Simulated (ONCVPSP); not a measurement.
## Configuration tests for strontium (Sr) (ONCV)

strontium, optimised norm-conserving Vanderbilt (ONCV), made with ONCVPSP 4.0.1 (LDA (Perdew-Zunger), scalar-relativistic). Core [Kr], reference 5s2. Waves: 5s: rc 3.34 bohr, ncon 5, nbas 8, qcut 2 1/bohr, 3 projectors, debl 1.9 Ha; p scattering state at 0.16 Ha: rc 3.62 bohr, ncon 4, nbas 7, qcut 1.9 1/bohr, 2 projectors, debl 0.8 Ha; d scattering state at 0.37 Ha: rc 2.58 bohr, ncon 4, nbas 8, qcut 3.3 1/bohr, 2 projectors, debl 2.4 Ha. Local part: polynomial inside 2.04 bohr (lpopt 5, dvloc0 4 Ha). Core correction: none.

In the p channel the program set the typed energies aside and used 0.050, 0.850 Ha. In the d channel the program set the typed energies aside and used 0.050, 2.450 Ha.

Energies are relative to the spin-unpolarised reference configuration 5s2; without spin polarisation the order of configurations can differ from experiment.

(1) Give the all-electron excitation energy and the error of the potential for: 5s1; 5s1.5; 5s1 5p1; 4d1 5s1.

Note: no bound ghost flagged; GHOST(+) flagged for s at 117.8 eV, s at 232.4 eV.

Results:

(1)

```csv
valence configuration,charge,ΔE all-electron (eV),error AE − PS (meV)
5s1,+1,6.063,+33
5s1.5,+0.5,2.413,+4.9
5s1 5p1,0,2.391,+18
4d1 5s1,0,2.340,+170
```
